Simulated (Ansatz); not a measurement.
Al₃O₃⁺. The state is a singlet with charge 1. Geometry r2SCAN-D4/def2-SVP, basis def2-TZVP, Ansatz.

Cartesian coordinates in Å:
```
Al 0.829 -2.500 -1.404
Al -1.663 0.215 -0.688
Al 0.110 2.338 1.852
O 0.816 -0.078 0.296
O 0.090 -0.902 -0.643
O -0.182 0.927 0.587
```

| run | HOMO (eV) | LUMO (eV) |
| --- | --- | --- |
| A | -10.47 | -6.68 |
| B | -9.69 | -7.61 |
| C | -9.38 | -7.55 |
| D | -10.29 | -6.87 |
| E | -9.53 | -7.72 |
| F | -9.64 | -7.98 |

B3LYP takes the VWN-RPA correlation. The structure holds 2 bond(s) between oxygen atoms. Another isomer (singlet) lies 8.22 eV lower at PBE0-D4/def2-TZVP; other spin states weren't run for this one.

The runs used B3LYP, BLYP, LDA (SPW92), PBE, PBE0, r2SCAN. Estimate which is which.

A PBE0 (25 % exact exchange); B r2SCAN (0 % exact exchange); C BLYP (0 % exact exchange); D B3LYP (20 % exact exchange); E PBE (0 % exact exchange); F LDA (SPW92) (0 % exact exchange). Exact exchange lowers occupied and raises empty levels; among semilocal functionals meta-GGAs tend to open the gap a little, and such runs are hard to tell apart. The gap grows from 1.66 eV (LDA (SPW92)) to 3.79 eV (PBE0).
